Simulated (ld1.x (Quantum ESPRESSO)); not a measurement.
**Configuration tests for hydrogen (TM)**

```json
{"Element": "hydrogen", "Generator": "ld1.x (Quantum ESPRESSO) 7.5", "Type": "norm-conserving Troullier–Martins (Kleinman–Bylander form)", "Functional": "LDA (PZ)", "Relativity": "scalar-relativistic", "Frozen core": "none", "Valence charge": "1", "Reference configuration": "1s1", "Partial waves": "2p channel at -0.05 Ry: rc 1.35 bohr; 1s (bound): rc 1.45 bohr", "Local potential": "the s channel", "Core correction": "none"}
```

Energies are relative to the spin-unpolarised reference configuration 1s1; without spin polarisation the order of configurations can differ from experiment. Spin-polarised rows fill each open shell by Hund’s rule, majority spin first.

```json
{"valence configuration": "1s0.5", "charge": "+0.5", "ΔE all-electron (eV)": "4.645", "error AE − PS (meV)": "+2.7"}
{"valence configuration": "1s1 (spin-polarised)", "charge": "0", "ΔE all-electron (eV)": "-0.897", "error AE − PS (meV)": "-8.0"}
{"valence configuration": "1s0.5 (spin-polarised)", "charge": "+0.5", "ΔE all-electron (eV)": "4.258", "error AE − PS (meV)": "-2.7"}
```
